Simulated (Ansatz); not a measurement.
A run for Ansatz (a quantum-chemistry and plane-wave program): U-CCSD(T)/cc-pVDZ on BeFGeH3 (SMILES [F][Be][GeH3]), a point of a bond scan (R = 2.699 Å). The run froze 16 orbitals, filled d shells among them.

Ansatz 0.2 input:
```yaml
crystal:
  periodic: [false, false, false]
  atoms:
    - {symbol: Be, position_ang: [-0.34700396, 0.98817189, -0.89659132]}
    - {symbol: F, position_ang: [-0.69229152, 1.97145592, -1.78874778]}
    - {symbol: Ge, position_ang: [0.20508824, -0.58403493, 0.52990846]}
    - {symbol: H, position_ang: [1.78575176, -2.46595430, -0.58594148]}
    - {symbol: H, position_ang: [0.97518869, -0.02594309, 1.74412931]}
    - {symbol: H, position_ang: [-1.02769739, -1.32131271, 1.09161526]}
basis:
  gaussian:
    orbitals: cc-pVDZ
correlation: {method: ccsd_t, electrons: outside_noble_gas}
scf: {omitted_lower_state_checks: [cluster_reference]}
magnetization: {spin_polarized: true, initial_magnetization: 0}
```

Output:

```
WARN ansatz: RAYON_NUM_THREADS=1 ignored (pool sized by the plan → 1); use --threads N
Functional definition: HF
these checks for a lower state are left out or cut short: cluster_reference
integrals: 0.08 GiB planned
712 factors; integrals over basis functions are off by at most 1.0e-3 eV
mean field: 0.29 GiB planned
mean field evaluation 1: about -59620.6848 eV, gradient 2.1e1 eV
mean field evaluation 2: about -59620.7545 eV, gradient 2.2e1 eV
mean field evaluation 4: about -59623.2078 eV, gradient 1.5e0 eV
mean field evaluation 8: about -59623.2493 eV, gradient 2.1e-4 eV
mean field evaluation 16: about -59624.0878 eV, gradient 6.1e-2 eV
mean field evaluation 32: about -59624.0878 eV, gradient 2.0e-6 eV
mean field evaluation 64: about -59619.4498 eV, gradient 7.4e-3 eV
mean field evaluation 96: about -59617.8786 eV, gradient 9.1e0 eV
mean field -59624.08784269 eV, -2191.1448135607 hartree, gradient 2.5e-6 eV, S^2 0.776347; 8 other end points of the search recorded, 0 dependent functions left out
16 core orbitals not correlated
reference -59624.08784269 eV, -2191.1448135607 hartree; 8, 8 occupied and 46, 46 virtual orbitals, 712 factors
second order -8.43679396 eV of doubles, -0.00000000 eV of singles
coupled cluster: 0.18 GiB planned
cycle   1  -8.82790749 eV  change   -3.9e-1 eV  update   9.1e-2
cycle   2  -9.11692558 eV  change   -2.9e-1 eV  update   3.9e-2
cycle   3  -9.23214028 eV  change   -1.2e-1 eV  update   3.0e-2
cycle   4  -9.26317617 eV  change   -3.1e-2 eV  update   2.4e-2
cycle   5  -9.32619175 eV  change   -6.3e-2 eV  update   2.0e-2
cycle   6  -9.43772913 eV  change   -1.1e-1 eV  update   1.5e-2
cycle   7  -9.46630916 eV  change   -2.9e-2 eV  update   7.1e-3
cycle   8  -9.47737879 eV  change   -1.1e-2 eV  update   3.3e-3
cycle   9  -9.48311344 eV  change   -5.7e-3 eV  update   1.3e-3
cycle  10  -9.48341296 eV  change   -3.0e-4 eV  update   7.6e-4
cycle  11  -9.48287637 eV  change    5.4e-4 eV  update   3.9e-4
cycle  12  -9.48297852 eV  change   -1.0e-4 eV  update   2.1e-4
cycle  13  -9.48314221 eV  change   -1.6e-4 eV  update   1.1e-4
cycle  14  -9.48316500 eV  change   -2.3e-5 eV  update   5.5e-5
cycle  15  -9.48319325 eV  change   -2.8e-5 eV  update   2.9e-5
cycle  16  -9.48319516 eV  change   -1.9e-6 eV  update   1.4e-5
coupled cluster: 0.19 GiB planned
perturbative correction -0.25855621 eV, -0.0095017655 hartree
Total energy: -59633.82959407 eV, -2191.5028163206 hartree
Checks for a lower state left out: cluster_reference
```

The calculation finished and met its thresholds. Its determinant has ⟨S²⟩ = 0.78, a mixture of spin states.

Cost: roughly 7 core-seconds.
